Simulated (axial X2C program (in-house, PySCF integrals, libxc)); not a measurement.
## Nuclear properties of LaP

Computed with an in-house all-electron X2C program for linear molecules (integrals from PySCF): two-component X2C with atomic mean-field Coulomb and Gaunt terms, Gaussian nuclei, basis La dyall-cv3z, P dyall-v3z with contracted cores.

R = 2.372 Å (near the PBE0 minimum at charge 0 of the determinant lowest at the starting distance; the state shown can have its own minimum elsewhere).

Input and command:
```json
{"zs": [57, 15], "q": 0, "bas": ["dyall-cv3z", "dyall-v3z"], "r0": 2.41, "levels": ["PBE0", "HF", "PBE", "PBE50", "r2SCAN"], "nst": 3}
```
```bash
python soeom.py task.json out
```

Keys: zs atomic numbers; q charge; bas basis sets; r0 starting distance in Å; levels methods; nst determinants followed.

Determinant lowest in the PBE0 search, Ω = 0 (closed shell), highest spinor 54% P p, 28% La d, 8% La p:

| level | qzz La (a.u.) | qzz P (a.u.) | μ (D) |
| --- | --- | --- | --- |
| PBE0 | -1.49 | -0.71 | -8.30 |
| HF | 0.47 | -0.77 | -10.54 |
| PBE | -2.20 | -0.65 | -7.31 |
| PBE50 | -0.82 | -0.76 | -9.22 |
| r2SCAN | -1.50 | -0.60 | -7.85 |

Determinant 0.95 eV from it at PBE0 and this distance, Ω = 2 (⟨Sz⟩ = 1.00, ⟨Lz⟩ = 1.00 at PBE0), spin on the atoms La 0.62, P 0.38:

| level | Eeff magnitude (GV/cm) | Ws magnitude La (kHz) | A∥/gI La (MHz) | qzz La (a.u.) | A∥/gI P (MHz) | qzz P (a.u.) | μ (D) |
| --- | --- | --- | --- | --- | --- | --- | --- |
| PBE0 | 4.87 | 1.48 | 1110 | -2.20 | 81.5 | -1.68 | -5.16 |
| HF | 7.29 | 2.3 | 987 | -1.50 | 69.6 | -1.74 | -5.83 |
| PBE | 4.56 | 1.38 | 1090 | -2.52 | 85.2 | -1.65 | -4.67 |
| PBE50 | 5.18 | 1.58 | 1110 | -1.91 | 78.3 | -1.70 | -5.59 |
| r2SCAN | 5.3 | 1.66 | 1100 | -2.29 | 94.2 | -1.61 | -4.83 |

Eeff is the effective electric field on the electron electric dipole moment in this Ω state and Ws the scalar–pseudoscalar constant of the nucleus named (defined with the proton number Z and per Ω); A∥ (defined per Ω) follows by multiplying with gI = μI/(I μN); qzz is the electric field gradient, eQq0 = 234.96 MHz × Q/barn × qzz; μ is positive if the P end (last atom) is positive. The operators were transformed with the bare-nucleus X2C matrices; with these basis sets, hyperfine constants and field gradients can be off by tens of per cent, and where levels differ in sign neither size nor sign is settled.

Each state is one determinant with collinear spin, which with several unpaired electrons need not be a pure state. Unrestricted Hartree–Fock can overshoot spin polarisation at the nuclei. With several open shells hyperfine constants can be off by a factor of several. Open-shell Ω = 0 determinants with evenly filled partner blocks cannot be reached by this program, so the Ω shown need not be the lowest component. At HF a later determinant lies lower. The search compared states at one distance, so a state with another bond length can lie lower. Further determinants of the search, some of them spin-mixed, are not shown. Where a field gradient or hyperfine factor spreads by more than a factor of two over the levels, a constant derived from it is not to be relied on. PBE0 term energies can be off by some tenths of an eV.
